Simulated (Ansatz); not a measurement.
Ansatz (a first-principles code) job for C₃H₆OSi, SMILES [SiH3]C(=O)C=C, PBE-D3(BJ)/def2-SVP. 

Ansatz 0.2 input:
```yaml
crystal:
  periodic: [false, false, false]
  atoms:
    - {symbol: C, position_ang: [0.30684052, -2.46774087, -0.00000000]}
    - {symbol: C, position_ang: [0.71877623, -1.19587559, 0.00000000]}
    - {symbol: C, position_ang: [-0.27400075, -0.07395888, 0.00000000]}
    - {symbol: O, position_ang: [-1.47368603, -0.28198901, -0.00000000]}
    - {symbol: Si, position_ang: [0.28741917, 1.77602071, -0.00000000]}
    - {symbol: H, position_ang: [-0.76661609, -2.68547116, -0.00000000]}
    - {symbol: H, position_ang: [1.00953274, -3.30617801, -0.00000001]}
    - {symbol: H, position_ang: [1.78332185, -0.93705427, 0.00000000]}
    - {symbol: H, position_ang: [1.77494773, 1.90332040, 0.00000000]}
    - {symbol: H, position_ang: [-0.27263115, 2.42122864, -1.21887133]}
    - {symbol: H, position_ang: [-0.27263115, 2.42122863, 1.21887134]}
basis:
  gaussian:
    orbitals: def2-SVP
hamiltonian:
  xc: pbe
  dispersion: d3bj
relax: {f_tol: 0.002, max_steps: 200}
```

Log of the run:

```
WARN ansatz: RAYON_NUM_THREADS=1 ignored (pool sized by the plan → 1); use --threads N
Functional definition: PBE
integrals: 0.05 GiB planned
1161 factors; their error is unknown
mean field: 0.27 GiB planned
mean field evaluation 1: about -13108.1297 eV, gradient 5.3e1 eV
mean field evaluation 2: about -13091.5637 eV, gradient 1.0e2 eV
mean field evaluation 4: about -13115.0349 eV, gradient 8.1e0 eV
mean field evaluation 8: about -13115.1960 eV, gradient 3.1e-1 eV
mean field evaluation 16: about -13115.1212 eV, gradient 1.9e-3 eV
mean field -13115.12124396 eV, -481.9718159669 hartree, gradient 5.8e-5 eV, S^2 0.000000; 0 other end points of the search recorded, 0 dependent functions left out
the calculation of the forces begins
reference -13115.12127912 eV, -481.9718172592 hartree; 23, 23 occupied and 81, 81 virtual orbitals, 1161 factors
relax step   1: F+E_penalty+E_count = -13115.35270961 eV  Δ(F+E_penalty+E_count) = +0.000e0 eV  max|allowed force component| = 1.026e0 eV/Å  Δτ_max = 0.0000 Å  (31 SCF iters, accepted)
these checks for a lower state are left out or cut short: starts, cluster_reference, orbital_swaps, neighbouring_geometries, increment
integrals: 0.05 GiB planned
1161 factors; their error is unknown
mean field: 0.27 GiB planned
mean field -13115.14373760 eV, -481.9726425930 hartree, gradient 5.8e-6 eV, S^2 0.000000; 0 other end points of the search recorded, 0 dependent functions left out
the calculation of the forces begins
reference -13115.14377284 eV, -481.9726438882 hartree; 23, 23 occupied and 81, 81 virtual orbitals, 1161 factors
relax step   2: F+E_penalty+E_count = -13115.37423736 eV  Δ(F+E_penalty+E_count) = -2.153e-2 eV  max|allowed force component| = 1.765e-1 eV/Å  Δτ_max = 0.0365 Å  (34 SCF iters, accepted)
these checks for a lower state are left out or cut short: starts, cluster_reference, orbital_swaps, neighbouring_geometries, increment
integrals: 0.05 GiB planned
1161 factors; their error is unknown
mean field: 0.27 GiB planned
mean field evaluation 32: about -13115.1458 eV, gradient 1.3e-4 eV
mean field -13115.14577268 eV, -481.9727173810 hartree, gradient 6.5e-6 eV, S^2 0.000000; 0 other end points of the search recorded, 0 dependent functions left out
the calculation of the forces begins
reference -13115.14580798 eV, -481.9727186783 hartree; 23, 23 occupied and 81, 81 virtual orbitals, 1161 factors
relax step   3: F+E_penalty+E_count = -13115.37585841 eV  Δ(F+E_penalty+E_count) = -1.621e-3 eV  max|allowed force component| = 6.027e-2 eV/Å  Δτ_max = 0.0076 Å  (35 SCF iters, accepted)
these checks for a lower state are left out or cut short: starts, cluster_reference, orbital_swaps, neighbouring_geometries, increment
integrals: 0.05 GiB planned
1161 factors; their error is unknown
mean field: 0.27 GiB planned
mean field -13115.14584977 eV, -481.9727202137 hartree, gradient 2.4e-5 eV, S^2 0.000000; 0 other end points of the search recorded, 0 dependent functions left out
the calculation of the forces begins
reference -13115.14588506 eV, -481.9727215109 hartree; 23, 23 occupied and 81, 81 virtual orbitals, 1161 factors
relax step   4: F+E_penalty+E_count = -13115.37593692 eV  Δ(F+E_penalty+E_count) = -7.851e-5 eV  max|allowed force component| = 1.852e-2 eV/Å  Δτ_max = 0.0022 Å  (25 SCF iters, accepted)
these checks for a lower state are left out or cut short: starts, cluster_reference, orbital_swaps, neighbouring_geometries, increment
integrals: 0.05 GiB planned
1161 factors; their error is unknown
mean field: 0.27 GiB planned
mean field -13115.14585993 eV, -481.9727205874 hartree, gradient 1.1e-5 eV, S^2 0.000000; 0 other end points of the search recorded, 0 dependent functions left out
the calculation of the forces begins
reference -13115.14589523 eV, -481.9727218845 hartree; 23, 23 occupied and 81, 81 virtual orbitals, 1161 factors
relax step   5: F+E_penalty+E_count = -13115.37594625 eV  Δ(F+E_penalty+E_count) = -9.327e-6 eV  max|allowed force component| = 3.913e-3 eV/Å  Δτ_max = 0.0008 Å  (25 SCF iters, accepted)
these checks for a lower state are left out or cut short: starts, cluster_reference, orbital_swaps, neighbouring_geometries, increment
integrals: 0.05 GiB planned
1161 factors; their error is unknown
mean field: 0.27 GiB planned
mean field -13115.14586135 eV, -481.9727206394 hartree, gradient 2.7e-5 eV, S^2 0.000000; 0 other end points of the search recorded, 0 dependent functions left out
the calculation of the forces begins
reference -13115.14589665 eV, -481.9727219366 hartree; 23, 23 occupied and 81, 81 virtual orbitals, 1161 factors
relax step   6: F+E_penalty+E_count = -13115.37594871 eV  Δ(F+E_penalty+E_count) = -2.465e-6 eV  max|allowed force component| = 1.604e-3 eV/Å  Δτ_max = 0.0004 Å  (21 SCF iters, accepted)
integrals: 0.05 GiB planned
1161 factors; their error is unknown
mean field: 0.27 GiB planned
mean field evaluation 64: about -13115.2214 eV, gradient 3.5e-1 eV
mean field -13115.14586135 eV, -481.9727206394 hartree, gradient 2.7e-5 eV, S^2 0.000000; 1 other end points of the search recorded, 0 dependent functions left out
the calculation of the forces begins
reference -13115.14589665 eV, -481.9727219366 hartree; 23, 23 occupied and 81, 81 virtual orbitals, 1161 factors
Total energy: -13115.37598401 eV, -481.9811774913 hartree
Atom 0 at     0.307970    -2.487065    -0.000000 Å, force    -0.001604     0.000631     0.000000 eV/Å
Atom 1 at     0.710346    -1.199399    -0.000000 Å, force     0.000998    -0.000198     0.000000 eV/Å
Atom 2 at    -0.283520    -0.081311     0.000000 Å, force     0.000802    -0.000170     0.000000 eV/Å
Atom 3 at    -1.496860    -0.279328     0.000000 Å, force     0.000156     0.000548    -0.000000 eV/Å
Atom 4 at     0.300603     1.781523    -0.000000 Å, force    -0.000428    -0.000224    -0.000000 eV/Å
Atom 5 at    -0.771948    -2.712021    -0.000000 Å, force     0.000317    -0.000602     0.000000 eV/Å
Atom 6 at     1.021029    -3.325525    -0.000000 Å, force     0.000216     0.000014    -0.000000 eV/Å
Atom 7 at     1.780346    -0.931072    -0.000000 Å, force    -0.000350    -0.000059    -0.000000 eV/Å
Atom 8 at     1.799426     1.940117     0.000000 Å, force     0.000073     0.000386    -0.000000 eV/Å
Atom 9 at    -0.273059     2.433807    -1.225509 Å, force    -0.000090    -0.000163    -0.000038 eV/Å
Atom 10 at    -0.273059     2.433807     1.225509 Å, force    -0.000090    -0.000163     0.000038 eV/Å
Dipole moment:     0.425607    -0.198663     0.000000 e Å
```

The run converged.

Cost: around 20 core-seconds (rough).
